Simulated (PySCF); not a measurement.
# As: ionisation energy

As [Ar] 3d10 4s2 4p3 (4S) → As⁺ [Ar] 3d10 4s2 4p2 (3P), as a difference of total energies. Computed with PySCF 2.14 in aug-cc-pwCVTZ-PP with ECP10MDF, with a scalar-relativistic core potential. Correlated levels: valence: 3s2 3p6 3d10 frozen. The calculations carry no spin-orbit coupling.

```tsv
method	ionisation energy (eV)	error (eV)
UHF	9.408	-0.600
MP2 (valence)	9.902	-0.106
SCS-MP2 (valence)	9.750	-0.258
CCSD (valence)	9.866	-0.142
CCSD(T) (valence)	9.903	-0.105
```

Reference: 10.008 eV (measured; NIST levels, between the centres of gravity of the two terms).

Errors of the correlated levels include the incompleteness of this basis and the frozen core.
